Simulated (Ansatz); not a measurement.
`CB(F)F` and `CB(C)F` differ in one atom or group.

Ansatz, PBE0-D4/def2-TZVP geometries, multiplicity 1. 

| property | `CB(F)F` |
| --- | --- |
| HOMO energy (PBE0/def2-TZVPP) / eV | -10.26 |
| HOMO–LUMO gap (PBE0/def2-TZVPP) / eV | 10.64 |
| size of the dipole moment (PBE/def2-TZVPP) / D | 1.57 |
| size of the dipole moment (B3LYP/def2-TZVPP) / D | 1.66 |
| LUMO energy (ωB97M-V/def2-TZVPP) / eV | 1.92 |
| HOMO energy (B3LYP/def2-TZVPP) / eV | -10.03 |

What does the change do to each property? (Best estimate.)

The calculation gave: 
```
                                        property  `CB(C)F`  shift
              HOMO energy (PBE0/def2-TZVPP) / eV     -8.69   1.57
            HOMO–LUMO gap (PBE0/def2-TZVPP) / eV      8.82  -1.82
  size of the dipole moment (PBE/def2-TZVPP) / D      1.29  -0.28
size of the dipole moment (B3LYP/def2-TZVPP) / D      1.37  -0.29
           LUMO energy (ωB97M-V/def2-TZVPP) / eV      1.97   0.05
             HOMO energy (B3LYP/def2-TZVPP) / eV     -8.49   1.54
```

With PBE0 the HOMO rises by 1.57 eV and the LUMO falls by 0.25 eV, so the gap narrows by about 1.82 eV. PBE moves the HOMO by 1.43 eV and ωB97M-V by 1.61 eV. Dipoles are sizes alone; their direction can turn.

B3LYP here is the variant with VWN-RPA as its local correlation; programs differ in this.
